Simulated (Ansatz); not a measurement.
Geometry optimisation, Ansatz, RKS r2SCAN/6-31G*.

input.yaml

```yaml
crystal:
  periodic: [false, false, false]
  atoms:
    - { symbol: B, position_ang: [-0.069072, 0.59765, -0.583076] }
    - { symbol: "N", position_ang: [-0.381127, 0.127989, 2.116062] }
    - { symbol: H, position_ang: [-0.479202, 0.059875, 3.127799] }
    - { symbol: H, position_ang: [0.526901, -0.2788, 1.891503] }
    - { symbol: "N", position_ang: [1.224478, 0.006313, -0.650246] }
    - { symbol: H, position_ang: [1.399491, -0.863742, -1.129065] }
    - { symbol: H, position_ang: [2.050292, 0.578897, -0.550976] }
    - { symbol: "N", position_ang: [-1.256345, -0.01506, -1.070038] }
    - { symbol: H, position_ang: [-1.276597, -1.015877, -1.209169] }
    - { symbol: H, position_ang: [-2.124912, 0.313777, -0.669359] }
    - { symbol: F, position_ang: [-0.145141, 1.846702, -0.093535] }
    - { symbol: H, position_ang: [-0.272366, 1.137376, 1.903799] }
basis:
  gaussian: { orbitals: "6-31G*" }
hamiltonian:
  xc: r2scan
relax:
  f_tol: 0.03
  max_steps: 50
```

Command:

```bash
$ ansatz run input.yaml --threads 2 --pin off --max-ram 3072MiB --backend cpu --events-out ev --progress --plain --runs-dir out
```

Q: Where does it end, and by what steps?

A: The forces met the threshold. The force dipped under the threshold on the way, but the program's further checks kept it going. After 9 steps the energy has fallen by 0.058 eV; H3 moved furthest, 0.39 Å.

```csv
step,energy less start (eV),largest force component (eV/Å),accepted
0,0.0000,0.766,yes
1,-0.0475,0.302,yes
2,-0.0453,0.642,no
3,-0.0521,0.155,yes
4,-0.0544,0.272,yes
5,-0.0259,0.506,no
6,-0.0566,0.063,yes
7,-0.0572,0.020,yes
8,-0.0576,0.075,yes
9,-0.0577,0.020,yes
```

```xyz
12
Properties=species:S:1:pos:R:3
B -0.053 0.600 -0.669
N -0.434 0.109 2.362
H -0.165 0.160 3.343
H 0.353 -0.324 1.877
N 1.237 0.001 -0.689
H 1.424 -0.868 -1.166
H 2.059 0.574 -0.567
N -1.238 -0.023 -1.128
H -1.277 -1.015 -1.310
H -2.125 0.347 -0.817
F -0.141 1.864 -0.176
H -0.443 1.070 2.024
```

The run took 32 s on 2 threads of Arm Neoverse V1, with other jobs on the host, peak memory 0.15 GiB.
